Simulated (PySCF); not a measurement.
Species: C₉H₁₀OS.
Structure used (PBE0-D3(BJ)/def2-SVP), in Å, numbered top down from 1:
```xyz
21
C9H10OS angstrom
C      2.6461   -1.0612   -0.0907
S      2.0916   -0.5698    1.5692
O      3.1187    0.4029    2.0731
C      0.6797    0.4087    1.0204
C      0.7510    1.7971    1.1613
C     -0.3361    2.6071    0.8139
C     -1.5357    2.0687    0.3268
C     -1.5838    0.6869    0.2070
C     -0.5081   -0.1289    0.5492
C     -1.2429   -1.4035    0.1988
C     -2.4572   -0.4870   -0.1832
H      3.5639   -1.6484    0.0506
H      2.8618   -0.1437   -0.6551
H      1.8744   -1.6668   -0.5867
H      1.6796    2.2188    1.5570
H     -0.2436    3.6895    0.9347
H     -2.3762    2.7174    0.0687
H     -0.8212   -1.9815   -0.6391
H     -1.4227   -2.0904    1.0406
H     -2.7523   -0.5299   -1.2432
H     -3.3551   -0.6329    0.4372
```

Method used: PBE0-D3(BJ)/def2-SVP geometry optimisation, gas phase in PySCF.

Masses are those of the commonest isotopes; rigid-rotor values at the optimised geometry. The values belong to one conformer with, in the numbering `[CH3:1][S@@:2](=[O:3])[c:4]1[cH:5][cH:6][cH:7][c:8]2[c:9]1[CH2:10][CH2:11]2`, C1–S2–C4–C5 -110°.

**Question.** What are A, B and C (cm⁻¹)?

**Answer.** Ia = 296.13, Ib = 666.14, Ic = 885.03 u·Å²; 505379 MHz·u·Å²/I gives 1707, 758.7 and 571.0 MHz, that is A = 0.05693, B = 0.02531, C = 0.01905 cm⁻¹.

**Question.** What kind of rotor is it?

**Answer.** An asymmetric top. Ray's parameter κ = (2B − A − C)/(A − C) = -0.670; −1 is the prolate and +1 the oblate limit.

**Question.** Is it planar, by Δ = Ic − Ia − Ib?

**Answer.** Not planar: Δ = Ic − Ia − Ib = -77.24 u·Å². For a rigid frame Δ = −2 Σ m c², so Σ m c² = 38.62 u·Å² lies off the ab plane: 11.09 from hydrogen and 27.53 from heavier atoms. The atom farthest from that plane is 2.00 Å away.

**Question.** Predict some low-J microwave lines.

**Answer.** The dipole components are |μa| = 3.28 D, |μb| = 2.59 D, |μc| = 1.31 D. The squared components, which scale the intensities, stand as 1.00 : 0.62 : 0.16 (a : b : c). Some lines, for components of 0.1 D or more:

```
type  branch         J(Ka,Kc)   MHz  lower level (cm⁻¹)
   c       Q  2(1,2) ← 2(0,2)   785               0.132
   c       Q  1(1,1) ← 1(0,1)   948               0.044
   b       Q  1(1,0) ← 1(0,1)  1136               0.044
   b       Q  2(1,1) ← 2(0,2)  1348               0.132
   b       R  1(1,1) ← 0(0,0)  2278               0.000
   c       R  1(1,0) ← 0(0,0)  2465               0.000
   a       R  2(1,2) ← 1(1,1)  2472               0.076
   b       Q  2(2,0) ← 2(1,1)  2869               0.177
   b       Q  2(2,1) ← 2(1,2)  3407               0.158
   b       R  2(1,2) ← 1(0,1)  3420               0.044
   b       R  2(2,1) ← 1(1,0)  5691               0.082
   c       R  2(2,0) ← 1(1,0)  5716               0.082
   c       R  2(2,1) ← 1(1,1)  5878               0.076
   b       R  2(2,0) ← 1(1,1)  5904               0.076
```

**Question.** Estimate the classical rotational partition function at 25 K, 50 K and 200 K.

**Answer.** Point group C1, symmetry number σ = 1; q = (√π/σ)·√((kT/h)³/(ABC)), k/h = 20836.6 MHz/K: 24500 at 25 K, 69300 at 50 K, 555000 at 200 K.

Not checked by PBE0-D3(BJ)/def2-SVP frequencies. These are rigid-rotor constants of the computed structure; measured ground-state constants (B0) also hold zero-point vibration. A rigid rotor knows nothing of internal rotation, which can split or shift real lines.
